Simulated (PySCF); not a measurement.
I²⁺: excitation energy

I²⁺ [Kr] 4d10 5s2 5p3 (4S) → I²⁺ [Kr] 4d10 5s1 5p4 (4P), as a difference of total energies. Computed with PySCF 2.14 in aug-cc-pVTZ-DK3 (8s7p5d2f, 68 functions), with scalar relativity by spin-free X2C-1e. Correlated levels: valence: [Kr] 4d10 frozen. The calculations carry no spin-orbit coupling.

```
           method  excitation energy (eV)
              UHF                  11.128
    MP2 (valence)                  11.058
SCS-MP2 (valence)                  11.043
   CCSD (valence)                  10.621
CCSD(T) (valence)                  10.520
```

How much does correlation contribute at CCSD(T) (valence)?

10.520 − (11.128) = -0.608 eV, measured against UHF.

A first-order spin-orbit estimate (lowest level to lowest level, LS coupling) adds -0.398 eV.

The coupled-cluster amplitudes are large for the upper state (T1 above 0.03 or a double amplitude above 0.15), so a single reference is strained.
